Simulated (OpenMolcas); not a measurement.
## Tc4+: ligand-field states by method

Tc4+ with 4 ligands (chloride) in tetrahedral coordination (Td) at 2.23 Å. Ligand basis ANO-RCC-VDZP.
```
Tc    0.0000    0.0000    0.0000
Cl    1.2875    1.2875    1.2875
Cl    1.2875   -1.2875   -1.2875
Cl   -1.2875    1.2875   -1.2875
Cl   -1.2875   -1.2875    1.2875
```

* Program: OpenMolcas 26.06
* Basis: ANO-RCC-VTZP [7s6p4d2f1g]
* Scalar Hamiltonian: DKH2, point nucleus
* Active space: 3 electrons in 5 orbitals (4d)
* State averaging: 2S+1 = 4 even, 10 roots; 2S+1 = 2 even, 40 roots
* Spin-orbit coupling: RASSI with atomic mean-field integrals over the reference wave functions

I. CASSCF
II. SS-CASPT2, IPEA 0.25 Eh, imaginary shift 0.1 Eh (closed shells correlated: 4s 4p and the ligand valence shells)

Spin-free states (labels of Td) in cm-1, each column counted from its own energy of the first state listed:

```csv
State,Degeneracy,I,II
4T1,3,0,0
2E,2,1473,-2580
2S+1 = 2,3,10171,5070
4T2,3,11224,12730
2S+1 = 2,3,11732,7030
```

II puts a state of multiplicity 2 lowest, 2600 cm-1 below that state.

From I to II, I's first state of the same spin (4T2) moves from 11224 to 12730 cm-1, by about +1500 cm-1.

From I to II, I's first state of another spin (2E) moves from 1473 to -2580 cm-1, by about -4100 cm-1.

χT at 300 K: I 1.00, II 0.41 cm3 K/mol.

Roots that are degenerate in the reference are averaged as groups; the widest CASPT2 spread within a group is 300 cm-1 (the 3-fold group of multiplicity 2 near 9610 cm-1 above the lowest state of its run, II). Shifts and gaps below about the spread of the groups concerned are not significant. Over all roots computed the reference weight is 0.66 to 0.69 in II; a low but even weight reflects the number of correlated electrons. The least metal-like active orbital is 68 % on the metal (Löwdin) and no ligand orbital is active, so the numbers are rough, and ground spin, moment and any spin crossover can be artefacts of this space; highly charged d ions in such sites are as a rule low spin. Ligand-to-metal charge-transfer states are missing. With no ligand orbital active B as a rule stays too high, so bands that hang on it stand too high and its fall with covalency is understated. An orbital triplet at a regular site is open to Jahn-Teller coupling, which can distort the site and quench the lowest spin-orbit gaps and is left out (holds for I). Without dynamic correlation the repulsion within the d shell is too large (B by tens of per cent), so at a given field states of lower spin stand too high (holds for I). This shell can be high or low spin here, a state of another spin lies low, and with metal d orbitals alone active their balance is uncertain, so the ground spin may be wrong (holds for I). With metal d orbitals alone the field can be off either way by tens of per cent (holds for I). An orbital doublet at a regular site is open to a Jahn-Teller distortion, which this geometry leaves out (holds for II). This shell can be high or low spin here, a state of another spin lies low, and with metal d orbitals alone active their balance is uncertain, so the ground spin may be wrong, although the usual error favours high spin (holds for II). These CASPT2 states fit no ligand-field parameters well, so their order and spin gaps are uncertain (holds for II). With one d shell and no ligand orbital active, 10Dq can be off by a tenth or more (holds for II). The distance lies 2 % under the 2.27 Å that this model takes as the normal distance (a Shannon-type radius plus a fixed donor radius); by an R⁻⁵ law this alone changes a d-shell field by about +9 %. No measured value stands beside these numbers; the geometry is a model, was not optimised and need not be the one that this ion takes.
